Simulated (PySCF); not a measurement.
**Working out the ionisation energy of Se⁺**

Se⁺ [Ar] 3d10 4s2 4p3 (4S) → Se²⁺ [Ar] 3d10 4s2 4p2 (3P). Calculation: PySCF 2.14, in aug-cc-pVQZ-PP with ECP10MDF (7s6p5d3f2g, 89 functions); a scalar-relativistic core potential. Frozen: 3s2 3p6 3d10. Energies in hartree (1 hartree = 27.21139 eV):

```
            part  Se⁺ (lower)  Se²⁺ (upper)
             UHF  -371.550231   -370.784415
CCSD correlation    -0.094502     -0.075951
             (T)    -0.003041     -0.001731
```

Problem. What does Hartree-Fock give?

Solution. (-370.784415) − (-371.550231) = 0.765816 hartree = 20.839 eV.

Problem. What do CCSD and CCSD(T) give?

Solution. The CCSD correlation energies differ by 0.018551 hartree = 0.505 eV and the triples by 0.001310 hartree = 0.036 eV, so CCSD gives 21.344 eV and CCSD(T) 21.380 eV.

Reference: 21.196 ± 0.01 eV (measured; NIST Atomic Spectra Database, ionization energies), between the lowest levels; spin-orbit coupling is absent from the calculation.

What remains against the reference includes basis incompleteness, the frozen core and higher excitations.
